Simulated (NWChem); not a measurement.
Species: GeH2O2Cl2; SMILES [OH][Ge]([Cl])([OH])[Cl]

```xyz
7

O     -0.1446     1.4789    -1.2420
Ge     0.0000     0.0000    -0.2664
O      0.1446    -1.4789    -1.2420
Cl    -1.7846    -0.0355     0.9335
Cl     1.7846     0.0355     0.9335
H      0.7111     1.6781    -1.6709
H     -0.7111    -1.6781    -1.6709
```
Atoms are numbered in this order, from 1.

Computed with NWChem. Structure relaxed at the PBE-D3(BJ)/def2-SVP level. Total energies compare along this basis series because the functional is fixed.

```tsv
level	basis functions	energy (Ha)	highest occupied level (eV)	orbital gap (eV)	dipole (D)	relative time
B3LYP/3-21G	70	-3133.9481	-8.97	6.98	2.91	1
B3LYP/pcseg-1	101	-3148.9639	-9.20	7.24	1.81	5
B3LYP/aug-pcseg-1	154	-3148.9851	-9.25	7.14	1.52	10
B3LYP/pcseg-2	199	-3149.4343	-9.23	7.29	1.59	10
B3LYP/def2-TZVPP	222	-3149.3730	-9.15	7.34	1.57	10
```

Relative times are rough (shared machine, one core).
